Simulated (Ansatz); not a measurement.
Input file:

```yaml
crystal:
  periodic: [false, false, false]
  atoms:
    - { symbol: F, position_ang: [0.140498, -1.852049, 0.292692] }
    - { symbol: C, position_ang: [1.01668, -0.8618, 0.704768] }
    - { symbol: Si, position_ang: [0.579549, 0.859495, 1.169172] }
    - { symbol: Si, position_ang: [-1.042164, 0.904009, -0.459109] }
    - { symbol: H, position_ang: [2.007582, -1.304365, 0.838907] }
    - { symbol: H, position_ang: [-1.677382, 2.218741, -0.851298] }
    - { symbol: H, position_ang: [-1.024753, 0.035959, -1.695122] }
basis:
  gaussian: { orbitals: "6-31G" }
hamiltonian:
  xc: pbe0
  dispersion: d4
md:
  timestep: 0.25
  n_steps: 150
  ensemble: nvt_langevin
  temperature: 700.0
  initial_velocities: maxwell_boltzmann
  seed: 365284
  friction: 0.001
```

Command:

```bash
$ ansatz run input.yaml --threads 1 --pin off --max-ram 2048MiB --backend cpu --events-out ev --progress --plain --runs-dir out
```

Hardware: 1 thread of Arm Neoverse V2, with other jobs on the host.

Question: Roughly how long does this run take, and how much memory?

Answer: 4.4 min, with a peak of 0.11 GiB, for 151 ionic steps.
